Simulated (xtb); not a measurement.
bromotrifluoromethane (CBrF3), singlet, geometry from GFN2-xTB; GFN0-xTB (xtb).

Input for xtb:
```
$ xtb mol.xyz --gfn 0 --acc 0.0001 --json

# file mol.xyz
5

F     -1.25521109    -0.59016274    -1.10733380
C     -0.81788382     0.01960982    -0.02293889
F     -1.31527921    -0.58708967     1.03701563
F     -1.24067541     1.26863000    -0.03657222
Br     1.12022270    -0.02685878     0.03141848
```

The log (banner, timings and long lists left out):

```
   ID    Z sym.   atoms
    1    9 F      1, 3, 4
    2    6 C      2
    3   35 Br     5

           -------------------------------------------------
          |                Calculation Setup                |
           -------------------------------------------------

           -------------------------------------------------
          |                 G F N 0 - x T B                 |
           -------------------------------------------------

          ...................................................
          :                      SETUP                      :
          :.................................................:
          :  # basis functions                  26          :
          :  # atomic orbitals                  25          :
          :  # shells                           11          :
          :  # electrons                        32          :
          :  electronic temp.          300.0000000     K    :
          :  accuracy                    0.0001000          :
          :  -> integral cutoff          0.6500000E+02      :
          :  -> integral neglect         0.1000000E-11      :
          ...................................................

         :::::::::::::::::::::::::::::::::::::::::::::::::::::
         ::                     SUMMARY                     ::
         :::::::::::::::::::::::::::::::::::::::::::::::::::::
         :: total energy             -17.364590296475 Eh    ::
         :: gradient norm              0.030949863545 Eh/a0 ::
         :: HOMO-LUMO gap              5.156739805112 eV    ::
         ::.................................................::
         :: H0 energy                -17.305450518745 Eh    ::
         :: repulsion energy           0.058144772189 Eh    ::
         :: electrostat energy        -0.083349061194 Eh    ::
         :: -> Gsolv                   0.000000000000 Eh    ::
         ::    -> Gsasa                0.000000000000 Eh    ::
         ::    -> Gshift               0.000000000000 Eh    ::
         :: dispersion energy         -0.001062006232 Eh    ::
         :: short-range corr.         -0.032873482493 Eh    ::
         :: add. restraining           0.000000000000 Eh    ::
         :: total charge               0.000000000000 e     ::
         :::::::::::::::::::::::::::::::::::::::::::::::::::::

           -------------------------------------------------
          |                Property Printout                |
[...]
        17                         -0.2332276              -6.3464 (LUMO)
        18                         -0.0577268              -1.5708
        19                         -0.0577268              -1.5708
        20                         -0.0399638              -1.0875
        21                         -0.0399638              -1.0875
        22                          0.0948894               2.5821
        23                          0.1789824               4.8704
        24                          0.1789824               4.8704
        25                          0.3305744               8.9954
      -------------------------------------------------------------
                  HL-Gap            0.1895067 Eh            5.1567 eV
             Fermi-level            0.0000000 Eh            0.0000 eV

     #   Z          covCN         q      C6AA      α(0)
     1   9 F        0.854    -0.237    11.667     3.934
     2   6 C        3.268     0.886    14.322     6.094
     3   9 F        0.854    -0.237    11.667     3.934
     4   9 F        0.854    -0.237    11.667     3.934
     5  35 Br       1.106    -0.176   185.471    21.973

 Mol. C6AA /au·bohr⁶  :        747.079894
 Mol. C8AA /au·bohr⁸  :      28710.181332
 Mol. α(0) /au        :         39.869537

Wiberg/Mayer (AO) data.
largest (>0.10) Wiberg bond orders for each atom

 ---------------------------------------------------------------------------
     #   Z sym  total        # sym  WBO       # sym  WBO       # sym  WBO
 ---------------------------------------------------------------------------
     1   9 F    1.064 --     2 C    0.931
     2   6 C    3.679 --     4 F    0.931     3 F    0.931     1 F    0.931
                             5 Br   0.885
     3   9 F    1.064 --     2 C    0.931
     4   9 F    1.064 --     2 C    0.931
     5  35 Br   1.080 --     2 C    0.885
 ---------------------------------------------------------------------------

Topologies differ in total number of bonds
Writing topology from bond orders to xtbtopo.mol

 dipole moment from electron density (au)
     X       Y       Z
  -0.2094   0.0050  -0.0059  total (Debye):    0.533

           -------------------------------------------------
          | TOTAL ENERGY              -17.364590296475 Eh   |
          | GRADIENT NORM               0.030949863545 Eh/α |
          | HOMO-LUMO GAP               5.156739805112 eV   |
           -------------------------------------------------

normal termination of xtb
```
